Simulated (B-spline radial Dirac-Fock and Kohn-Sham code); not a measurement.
# How the levels of xenon move as electrons are removed

Calculated with a radial finite-basis atomic code, using relaxed Dirac-Fock hole states (ΔSCF) with Breit and QED corrections and a finite nucleus. Each ion is free and in its tabulated ground configuration. No correlation.

Reference: Xe³²⁺, [Ar] 3d4, with 1s 36099.4 eV, 2s 6948.1 eV, 2p1/2 6608.3 eV, 2p3/2 6283.7 eV, 3s 2430.8 eV. Shifts from it, in eV (a dash: the subshell is empty, belongs to an open shell averaged over j, or its hole state is left out as unreliable):

| ion | configuration | 1s | 2s | 2p1/2 | 2p3/2 | 3s |
| --- | --- | --- | --- | --- | --- | --- |
| Xe³³⁺ | [Ar] 3d3 | +115.2 | +111.1 | +112.4 | +111.9 | +82.6 |
| Xe³⁴⁺ | [Ar] 3d2 | +232.7 | +224.2 | +227.0 | +225.9 | +166.4 |
| Xe³⁵⁺ | [Ar] 3d1 | +352.6 | +339.4 | +343.7 | +342.0 | +251.4 |
| Xe³⁶⁺ | [Ne] 3s2 3p6 | +475.0 | +456.5 | +462.4 | +460.1 | +337.5 |
| Xe³⁷⁺ | [Ne] 3s2 3p5 | +602.6 | +566.0 | +574.2 | – | +414.6 |
